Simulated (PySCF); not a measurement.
# One molecule, several mistakes: CH7NSi

Calculated results; nothing here was measured. The program is PySCF 2.14.0, an open-source quantum chemistry code, run on an isolated molecule that a program drew, which may never have been made. The molecule is CH7NSi (charge 0, singlet), drawn as the SMILES string `C[SiH2]N`.

Each row is a Hartree-Fock (HF) and frozen-core CCSD(T) single point in the cc-pV(D+d)Z basis, meant for a local HF minimum. Run 1 is clean. Each other run has one planted mistake out of seven kinds, and not every kind appears here: one electron removed, one electron added, multiplicity raised by two, geometry at a saddle point, minimal basis STO-3G, one bond length entered in bohr, all coordinates scaled. The reference is restricted for singlets and unrestricted otherwise, and also for a bond in bohr. Adding or removing an electron swaps singlet and doublet. Electrons count all cores. HOMO and LUMO are orbital energies over both spins, the gradient is its largest component, and the lowest frequency (negative if imaginary) is given only where the gradient is small. Bond lengths are over the 9 bonds as drawn. T1 is the CCSD diagnostic: over 0.02 (restricted) or 0.045 (unrestricted) a single reference is doubtful.

Geometry of the clean run:
```xyz
10
CH7NSi, angstrom
C     1.5980   -0.5537    0.2006
Si   -0.0168   -1.0395   -0.6172
N    -1.3077   -0.1106    0.0606
H     2.4262   -1.1446   -0.2011
H     1.8276    0.5014    0.0222
H     1.5520   -0.7132    1.2808
H    -0.3377   -2.4653   -0.3663
H     0.1443   -0.8818   -2.0900
H    -1.2460    0.8910    0.0294
H    -2.2497   -0.3901   -0.1448
```

| run | electrons | basis functions | <S^2> | HOMO (eV) | LUMO (eV) | gradient (hartree/bohr) | lowest frequency (cm^-1) | mean bond (Å) | longest bond (Å) | T1 | HF (hartree) | CCSD(T) (hartree) | mistake |
|---|---|---|---|---|---|---|---|---|---|---|---|---|---|
| 1 | 34 | 86 | 0.000 | -10.65 | 4.65 | 1.4e-05 | 170 | 1.3183 | 1.874 | 0.0089 | -385.36685 | -385.85043 | no fault |
| 2 | 34 | 86 | 2.009 | -2.66 | 0.17 | 6.1e-02 | - | 1.3183 | 1.874 | 0.0260 | -385.13860 | -385.60630 | multiplicity raised by two |
| 3 | 34 | 26 | 0.000 | -8.14 | 13.81 | 3.1e-02 | - | 1.3183 | 1.874 | 0.0054 | -380.84474 | -381.02718 | minimal basis STO-3G |
| 4 | 33 | 86 | 0.763 | -17.35 | -6.52 | 9.0e-02 | - | 1.3183 | 1.874 | 0.0316 | -385.05495 | -385.50298 | one electron removed |
| 5 | 35 | 86 | 0.756 | 3.99 | 9.13 | 2.7e-02 | - | 1.3183 | 1.874 | 0.0205 | -385.20758 | -385.71773 | ? |
| 6 | 34 | 86 | 0.000 | -10.46 | 4.19 | 6.1e-02 | - | 1.4238 | 2.024 | 0.0104 | -385.31895 | -385.81641 | ? |

**Which mistake was planted in run 5, and what did it cost?**

It counts 35 electrons, one more than the clean run, at the same geometry and basis. So the mistake is: one electron added. Subtracting run 1 and multiplying by 627.51 kcal/mol a hartree, the energy moved by 99.9 kcal/mol in HF and 83.3 kcal/mol in CCSD(T).

**Which mistake was planted in run 6, and what did it cost?**

The mean and the longest bond both change by the same factor, 1.080, and the gradient is no longer small. So the mistake is: all coordinates scaled. Subtracting run 1 and multiplying by 627.51 kcal/mol a hartree, the energy moved by 30.1 kcal/mol in HF and 21.3 kcal/mol in CCSD(T).

Cautions from the logs. Run 5: the HOMO is above zero, so the electron isn't bound and the energy depends on the basis.
